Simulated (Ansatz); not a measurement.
Ga7P8H26, a nanocrystal cut from zinc blende GaP (hydrogen-capped). Total charge 0; doublet. Geometry r2SCAN-D4/def2-SVP, that of the charge +1 singlet; atoms count from 1.

```xyz
41

Ga   -0.778   -1.686   -4.785
Ga   -3.190    1.143   -2.527
Ga    0.891    0.943   -1.649
Ga   -0.224    1.199    2.063
Ga   -1.494   -1.943   -0.082
Ga    3.903    0.869    2.348
Ga    1.306   -2.094    4.064
P     0.980   -0.620   -3.460
P    -1.090    2.229   -2.126
P     1.890    2.240    2.407
P    -2.646   -0.143   -4.458
P    -3.296   -0.424   -0.741
P     0.194   -0.262    0.246
P    -0.355   -0.321    3.887
P     3.281   -0.702    4.068
H    -0.348   -1.509   -6.270
H    -1.183   -2.979   -4.026
H    -4.390    2.116   -2.678
H     2.145    1.858   -1.532
H    -1.442    2.147    1.832
H    -1.168   -2.753   -1.373
H    -1.920   -2.511    1.306
H     5.097    1.746    2.816
H     3.785    0.108    0.987
H     1.264   -2.783    2.664
H     1.133   -2.777    5.450
H     1.926   -0.068   -4.364
H     1.780   -1.671   -2.941
H    -0.846    3.122   -3.203
H    -1.267    3.178   -1.086
H     1.994    3.272    1.437
H     1.808    3.048    3.573
H    -2.684    0.804   -5.516
H    -3.836   -0.849   -4.775
H    -4.478   -1.170   -0.990
H    -3.757    0.333    0.368
H     1.371   -0.961    0.633
H    -1.654   -0.891    3.840
H    -0.488    0.434    5.084
H     4.377   -1.599    4.174
H     3.411   -0.073    5.335
```

Single mean-field runs in def2-SVP are fitted with def2-universal-jkfit.

Estimate the Mulliken populations of the heavy atoms from the PBE0/def2-SVP orbitals of Ansatz.


```
atom  charge (e)  spin (α − β)
 Ga1        0.19          0.06
 Ga2        0.26          0.12
 Ga3        0.15          0.27
 Ga4        0.19          0.17
 Ga5        0.18          0.03
 Ga6        0.19          0.02
 Ga7        0.20          0.01
  P8       -0.17          0.05
  P9       -0.14          0.01
 P10       -0.14         -0.01
 P11       -0.18          0.04
 P12       -0.17         -0.01
 P13       -0.34          0.00
 P14       -0.16          0.03
 P15       -0.17          0.01
```
Mulliken values depend strongly on the basis.

Where does the spin sit?

Summed by element: Ga 0.67, P 0.12, H 0.21, of 1 unpaired in all. Largest on single atoms: Ga3 0.27, Ga4 0.17, Ga2 0.12.

And the Mayer bond orders between heavy atoms (over 0.3)?

Ga1–P8 0.68 (2.45 Å); Ga1–P11 0.64 (2.45 Å); Ga2–P9 0.72 (2.40 Å); Ga2–P11 0.80 (2.38 Å); Ga2–P12 0.75 (2.38 Å); Ga3–P8 0.79 (2.39 Å); Ga3–P9 0.69 (2.41 Å); Ga3–P13 0.74 (2.35 Å); Ga4–P10 0.73 (2.38 Å); Ga4–P13 0.80 (2.37 Å); Ga4–P14 0.75 (2.38 Å); Ga5–P12 0.60 (2.45 Å); Ga5–P13 0.71 (2.41 Å); Ga6–P10 0.65 (2.44 Å); Ga6–P15 0.68 (2.41 Å); Ga7–P14 0.67 (2.44 Å); Ga7–P15 0.68 (2.42 Å).
